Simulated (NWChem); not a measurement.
System: ammonia borane (BNH6); SMILES [BH3-][NH3+]

```xyz
8

B      0.0000     0.0000    -0.9333
N      0.0000     0.0000     0.7108
H     -1.0597    -0.5367    -1.2586
H      0.9947    -0.6494    -1.2586
H      0.0650     1.1861    -1.2586
H     -0.8011     0.5254     1.0891
H      0.8556     0.4311     1.0891
H     -0.0545    -0.9565     1.0891
```
Atoms are numbered in this order, from 1.

Program: NWChem. The geometry was optimised at PBE-D3(BJ)/def2-SVP. Vzz is the largest principal value of the second derivative of the potential at the nucleus (NWChem prints the opposite sign); η is the asymmetry. Non-relativistic.

```json
[
 {"level": "B3LYP/def2-SVP", "Vzz B1 (a.u.)": "0.241", "η B1": "0.00", "Vzz N2 (a.u.)": "-0.508", "η N2": "0.00"},
 {"level": "B3LYP/def2-TZVP", "Vzz B1 (a.u.)": "0.267", "η B1": "0.00", "Vzz N2 (a.u.)": "-0.487", "η N2": "0.00"},
 {"level": "Hartree-Fock/def2-TZVP", "Vzz B1 (a.u.)": "[?]", "η B1": "0.00", "Vzz N2 (a.u.)": "[?]", "η N2": "0.00"},
 {"level": "Hartree-Fock/def2-SVP", "Vzz B1 (a.u.)": "0.247", "η B1": "0.00", "Vzz N2 (a.u.)": "-0.569", "η N2": "0.00"}
]
```

Task: Fill in the missing entries.

Result: 
- Hartree-Fock/def2-TZVP, Vzz B1 (a.u.): 0.261
- Hartree-Fock/def2-TZVP, Vzz N2 (a.u.): -0.546
